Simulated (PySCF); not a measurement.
Species: C₆H₁₀OSi₂.
Structure used (PBE0-D3(BJ)/def2-SVP), in Å, numbered top down from 1:
```xyz
19
C6H10OSi2 angstrom
C     -3.8822   -1.5972   -0.3384
C     -2.7138   -1.4120   -0.0712
C     -1.3136   -1.1411    0.2087
C     -1.1109   -0.1913    1.3761
C     -0.8221    1.0926    1.1129
C     -0.7096    1.5375   -0.3220
Si    -0.4961   -0.1226   -1.1886
O      1.1167   -0.5170   -1.2942
Si     2.4361   -0.6221   -0.2895
H     -4.9164   -1.7740   -0.5668
H     -0.7763   -2.0933    0.3670
H     -1.2295   -0.5606    2.3993
H     -0.6824    1.8121    1.9269
H     -1.6227    2.0669   -0.6486
H      0.1332    2.2282   -0.4873
H     -1.0944   -0.2929   -2.5368
H      2.1718   -1.5938    0.8154
H      2.7488    0.7141    0.3031
H      3.5975   -1.0910   -1.0957
```

Computed with PySCF at PBE0/pcSseg-1, non-relativistic, on one gas-phase PBE0-D3(BJ)/def2-SVP geometry that isn't relaxed in the solvent. The solvent is an IEF-PCM continuum (cavity from Bondi-type radii × 1.2). Specific hydrogen bonds and non-electrostatic terms are outside this model.

Gas phase at PBE0/pcSseg-1: HOMO -7.19 eV, LUMO -0.04 eV, dipole 1.15 D.

What does the continuum do to the energy, the frontier levels and the dipole at PBE0/pcSseg-1 in benzene and dimethylsulfoxide?

| solvent | ε | E(solvent) − E(gas) (kcal/mol) | polarisation term (kcal/mol) | distortion of the solute (kcal/mol) | HOMO (eV) | LUMO (eV) | dipole (D) |
| --- | --- | --- | --- | --- | --- | --- | --- |
| benzene | 2.271 | -1.90 | -1.98 | 0.08 | -7.21 | 0.02 | 1.33 |
| dimethylsulfoxide | 46.83 | -4.36 | -4.82 | 0.46 | -7.28 | 0.03 | 1.58 |

The polarisation term is half the interaction of the solute with the surface charges that it induces; the rest is the cost of distorting the solute's density. The sum is the electrostatic part of solvation alone. From benzene to dimethylsulfoxide the lowering changes by a factor 2.30, Onsager's factor (ε − 1)/(2ε + 1) by 2.11 and ε itself by 20.6.

Which radius a makes the point-dipole formula ΔE = −[(ε − 1)/(2ε + 1)]·μ²/a³ give the value in dimethylsulfoxide, with the gas-phase dipole?

μ = 0.451 au and |ΔE| = 0.00695 Eh give a = 1.28 Å; the farthest nucleus lies 4.74 Å from the centroid of the nuclei, so such a sphere wouldn't even hold the nuclei. The formula assumes a rigid point dipole at the centre of a sphere.

Give the dipole vector in the frame of the coordinates (D, pointing from negative to positive charge), gas and dimethylsulfoxide.

Gas (0.36, 0.93, 0.57), solvent (0.64, 1.23, 0.75). Its length changes by +37 % and its direction by 5°.

Which IAO charges (PBE0/pcSseg-1) respond most in benzene (means over atoms taken as equivalent)?

```
atoms             environment  gas (e)  solvent (e)  change
   C1  terminal alkyne carbon   -0.267       -0.279  -0.012
  H10         alkyne hydrogen   +0.198       +0.205  +0.007
   C4        alkene CH carbon   -0.152       -0.157  -0.005
  H11        methine hydrogen   +0.171       +0.175  +0.004
  H13        vinylic hydrogen   +0.150       +0.154  +0.004
  H15      methylene hydrogen   +0.155       +0.158  +0.003
```

Which Mayer bond orders change most in benzene?

| bond | length (Å) | gas | solvent | change |
| --- | --- | --- | --- | --- |
| C1–C2 | 1.213 | 2.525 | 2.511 | -0.014 |
| C6–Si7 | 1.885 | 0.880 | 0.884 | +0.004 |
| O8–Si9 | 1.662 | 0.923 | 0.920 | -0.003 |
| C3–H11 | 1.105 | 0.903 | 0.900 | -0.003 |
| C3–C4 | 1.519 | 1.027 | 1.024 | -0.003 |
| C1–H10 | 1.074 | 1.135 | 1.138 | +0.003 |
| C2–C3 | 1.453 | 0.996 | 0.998 | +0.002 |
| Si7–O8 | 1.664 | 0.891 | 0.889 | -0.002 |

How do the nuclear quadrupole coupling constants eQVzz/h respond in benzene?

```
  nucleus  Q (barn)  gas (MHz)  solvent (MHz)  η gas  η solvent
17O at O8   -0.0256      -6.51          -6.49   0.27       0.28
```
